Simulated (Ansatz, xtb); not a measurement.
**A geometry optimisation of FGaH2SiSn with r2SCAN-D4/def2-SVP**

The starting geometry of this gas-phase singlet was built from a drawn formula by distance geometry; its bonds are those of `[F][Sn]#[Si][GaH2]`.

```xyz
6

F    -4.2810    3.3860    1.8293
Ga   -2.7808   -1.6013   -2.2367
Si   -3.3684    0.3361   -0.7277
Sn   -3.8468    1.9827    0.5800
H    -1.7403   -2.7351   -1.6787
H    -4.0311   -2.4905   -2.0513
```

Task: Where would you expect an optimisation with r2SCAN-D4/def2-SVP to take it?

Result: A new bond forms, giving a structure with F1 bridging Sn4 and Si3, given below by its coordinates. Distances that change by over a tenth: F1–Sn4 (1.93 → 2.36 Å), Si3–Sn4 (2.16 → 2.50 Å). Contacts that close: F1–Si3 (4.08 → 1.79 Å).

The energy falls by 3.82 eV over 44 steps:

```json
{"step": "1", "E − E(last) (eV)": "3.824"}
{"step": "6", "E − E(last) (eV)": "1.266"}
{"step": "11", "E − E(last) (eV)": "1.098"}
{"step": "15", "E − E(last) (eV)": "1.070"}
{"step": "20", "E − E(last) (eV)": "0.959"}
{"step": "25", "E − E(last) (eV)": "0.908"}
{"step": "30", "E − E(last) (eV)": "0.855"}
{"step": "34", "E − E(last) (eV)": "0.490"}
{"step": "39", "E − E(last) (eV)": "0.006"}
{"step": "44", "E − E(last) (eV)": "0.000"}
```

Final geometry (Å):

```xyz
6

F    -4.8153    1.3623    0.0364
Ga   -3.1001   -1.2042   -1.0727
Si   -3.9301    0.9942   -1.4769
Sn   -2.5136    1.5846    0.5020
H    -2.0249   -1.5559   -2.1640
H    -3.6644   -2.3031   -0.1100
```

From the same start GFN2-xTB ends elsewhere, differing in F1–Ga2 (1.85 against 3.28 Å here), F1–Si3 (2.67 against 1.79 Å here), F1–Sn4 (2.71 against 2.36 Å here).

No frequencies were run, so the end isn't proven a minimum. Atoms past krypton carry core potentials, without spin–orbit terms. Run with Ansatz 0.2.0, 110 s on 1 thread of Intel(R) Xeon(R) 6975P-C (Granite Rapids), on a shared host.
